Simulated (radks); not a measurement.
Problem. The samarium ion Sm4+, configuration [Kr] 4d10 4f4 5s1.75 5p6 5d0.25 (fractional occupations, a model configuration). Method: Dirac Kohn-Sham, BLYP, spin-unpolarised, spherical densities, finite nucleus; open shells fill j = l - 1/2 first; Fermi nuclear charge, rms radius 5.0819 fm; computed with a radial shooting solver on a logarithmic mesh with Libxc functionals. Some entries of the table are withheld. Estimate them.

orbital,occ.,eigenvalue (eV),<1/r> (bohr^-1),r(max) (bohr)
1s1/2,2,-46683.88,68.81,0.01449
2s1/2,2,-7669.861,16.35,(1)
2p1/2,2,-7273.400,16.33,(2)
2p3/2,4,-6670.435,14.56,(3)
3s1/2,2,-1723.363,5.943,0.2339
3p1/2,2,-1552.622,5.858,0.2209
3p3/2,4,-1430.592,5.411,0.2329
3d3/2,4,-1134.103,5.285,0.1857
3d5/2,6,-1107.610,5.173,0.1891
4s1/2,2,-384.9621,2.487,0.5390
4p1/2,2,-319.3531,2.383,0.5445
4p3/2,4,-292.2228,2.233,0.5699
4d3/2,4,-184.0060,2.020,0.5803
4d5/2,6,-179.1041,1.983,0.5885
5s1/2,1.75,(4),0.9976,1.227
5p1/2,2,-68.2756,0.8994,1.323
5p3/2,4,-63.8881,0.8493,1.388
4f5/2,4,-52.7423,1.512,(5)
4f7/2,0,-52.0819,1.498,(6)
5d3/2,0.25,-37.4278,(7),1.721
5d5/2,0,-36.9070,(8),1.746

Solution. 
(1) 2s1/2 r(max) (bohr): 0.08232
(2) 2p1/2 r(max) (bohr): 0.06236
(3) 2p3/2 r(max) (bohr): 0.06800
(4) 5s1/2 eigenvalue (eV): -87.4013
(5) 4f5/2 r(max) (bohr): 0.5922
(6) 4f7/2 r(max) (bohr): 0.5965
(7) 5d3/2 <1/r> (bohr^-1): 0.6453
(8) 5d5/2 <1/r> (bohr^-1): 0.6356
